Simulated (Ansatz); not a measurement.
```xyz
2

Fe    0.0000    0.0000    0.0000
Fe    0.0000    0.0000    2.0200
```

Basis set: pcseg-2 (spherical functions). Charge 0, multiplicity 9.

Computed with Ansatz (development build ahead of 0.2.0); each method stands on the lowest determinant of its kind that the runs found.

Question: Give the atomization energy at this shape (free ground-state atoms in the same class of orbitals less the molecule, no zero-point energy) of nonet Fe2 by r²SCAN (unrestricted), PBE0 (unrestricted).

Answer:

```
               method  atomization energy
r²SCAN (unrestricted)        141.9 kJ/mol
  PBE0 (unrestricted)         54.0 kJ/mol
```

The shape needn't be a minimum at these levels.
